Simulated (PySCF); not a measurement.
Level of theory: PBE-D3(BJ)/def2-TZVP // r2SCAN-D4/def2-TZVP run with PySCF. Gas-phase values, no solvent. Excitations are Tamm–Dancoff values on a coarser integration grid. The basis has no diffuse functions, so Rydberg states are missing or too high.

Reference species (SMILES): `NB(I)I` (neutral, multiplicity 1).

```json
{
  "T1 excitation (TDA)": "4.59 eV",
  "S1 oscillator strength": "0.000",
  "HOMO": "-6.17 eV"
}
```

Changed species: `IB(I)I` (3 of 3 NH2 replaced by I; the reference has 2 of 3 NH2 replaced by I).

### Question
Give the shifts of the T1 excitation (TDA), S1 oscillator strength and HOMO.

### Answer
the T1 excitation (TDA) decreases by 1.65 eV, to 2.94 eV; the S1 oscillator strength hardly moves; the HOMO falls by 0.09 eV, to -6.26 eV.
